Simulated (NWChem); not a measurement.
Species: Si₂H₃I, singlet; SMILES [SiH3][Si]I

Program: NWChem. Low-valent species are run as closed-shell singlets; no triplet was tried in these runs. def2 effective core potentials on I; no spin-orbit coupling. Each level has its own optimisation; frequencies are unscaled.

For level Hartree-Fock/STO-3G (all-electron, non-relativistic):

```yaml
r Si–Si (Å): 2.305
r H–Si (Å): 1.425
highest harmonic frequency (cm⁻¹): 2899
lowest (cm⁻¹): 94
zero-point energy (kcal/mol): 21.1
```

Question: What are these values for level PBE0/def2-SVP (core potentials)?

Answer: The r Si–Si (Å) is 2.421 and the r H–Si (Å) is 1.499. The highest harmonic frequency (cm⁻¹) is 2218 and the lowest (cm⁻¹) comes out as 64. The zero-point energy (kcal/mol) comes out as 15.9.
